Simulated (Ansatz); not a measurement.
`FCN[SiH3]` and `FCNCF` differ in one atom or group.

Ansatz, PBE0-D4/def2-TZVP geometries, multiplicity 1. Each molecule was computed in one conformer, which needn't be the lowest.

| property | `FCN[SiH3]` |
| --- | --- |
| LUMO energy (PBE/def2-TZVPP) / eV | -0.51 |
| HOMO energy (ωB97M-V/def2-TZVPP) / eV | -10.12 |
| LUMO energy (ωB97M-V/def2-TZVPP) / eV | 1.92 |
| HOMO–LUMO gap (B3LYP/def2-TZVPP) / eV | 7.65 |
| LUMO energy (B3LYP/def2-TZVPP) / eV | 0.08 |
| size of the dipole moment (B3LYP/def2-TZVPP) / D | 1.70 |

Task: What does the change do to each property? (An estimate is asked.)

Result: The calculation gave: 
```csv
property,`FCNCF`,shift
LUMO energy (PBE/def2-TZVPP) / eV,0.33,0.84
HOMO energy (ωB97M-V/def2-TZVPP) / eV,-10.60,-0.48
LUMO energy (ωB97M-V/def2-TZVPP) / eV,2.58,0.66
HOMO–LUMO gap (B3LYP/def2-TZVPP) / eV,8.76,1.11
LUMO energy (B3LYP/def2-TZVPP) / eV,0.79,0.71
size of the dipole moment (B3LYP/def2-TZVPP) / D,2.98,1.28
```

With PBE0 the HOMO falls by 0.41 eV and the LUMO rises by 0.84 eV, so the gap widens by about 1.25 eV. PBE moves the HOMO by -0.30 eV and ωB97M-V by -0.48 eV. Dipoles are sizes alone; their direction can turn.

B3LYP here is the variant with VWN-RPA as its local correlation; programs differ in this.
